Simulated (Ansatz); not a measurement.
**Worked example: C3H7I + GeH2(CH3)I → C2H4I2 + GeH2(CH3)2**

Species: C3H7I `CCCI`, singlet; GeH2(CH3)I, singlet; C2H4I2 (1,2-diiodoethane) `ICCI`, singlet; GeH2(CH3)2, singlet. The partners trade CH3 for I: C–CH3 and Ge–I bonds give way to C–I and Ge–CH3.

Shapes, held fixed at every level: PBE0-D4/def2-TZVP. Flexible molecules stand in one conformer, not always the lowest. Programs: Ansatz 0.2.0. Electronic energies: no zero-point or thermal term.

At CCSD(T)/def2-TZVPP; 1 Eh = 2625.50 kJ/mol:

```
   species   energy (Eh)
     C3H7I   -415.458076
GeH2(CH3)I  -2413.827914
    C2H4I2   -672.759388
GeH2(CH3)2  -2156.490113
```

Q: Work out ΔE of the reaction at this level.

A: 
1. Products less reactants: (-672.759388) + (-2156.490113) − [(-415.458076) + (-2413.827914)] = 0.036489 Eh = +95.8 kJ/mol.

Other levels give +96.5 (MP2/def2-TZVPP) to +107.0 kJ/mol (wB97X-V/def2-TZVPP). No measured value is set beside it here. For atoms past krypton def2 sets carry core potentials with scalar relativity. Relativity is left out for Ge. Outer-core shells of Ge, I are correlated in most correlated rows, in sets that cover them unevenly.
